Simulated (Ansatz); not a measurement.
C$_{3}$H$_{11}$InSi (`C[Si](C)(C)[InH2]`). Charge 0, multiplicity 1. In: def2 effective core potential.

Z-matrix (Å, degrees):
```
C
Si 1 1.883
H 1 1.093 2 111.4
H 1 1.095 2 110.2 3 119.8
H 1 1.093 2 111.6 3 -120.6
C 2 1.884 1 108.5 3 -61.4
C 2 1.881 1 108.9 3 -179.6
In 2 2.588 1 110.2 3 57.9
H 6 1.093 2 111.5 1 60.6
H 6 1.093 2 111.7 1 -178.5
H 6 1.095 2 109.9 1 -59.0
H 7 1.093 2 111.4 1 -60.7
H 7 1.095 2 110.5 1 59.2
H 7 1.093 2 111.3 1 179.1
H 8 1.740 2 122.0 1 -46.8
H 8 1.739 2 123.7 1 133.9
```

Problem. List the harmonic frequencies (cm⁻¹, unscaled) at PBE0-D4/def2-TZVP in Ansatz. (An estimate is asked.)

Solution. Ansatz gave: 7i, 107, 109, 161, 163, 175, 178, 199, 202, 308, 315, 463, 617, 632, 680, 696, 698, 742, 750, 856, 857, 864, 1267, 1269, 1279, 1440, 1444, 1445, 1453, 1454, 1463, 1757, 1762, 3038, 3039, 3039, 3117, 3118, 3119, 3132, 3132, 3132.
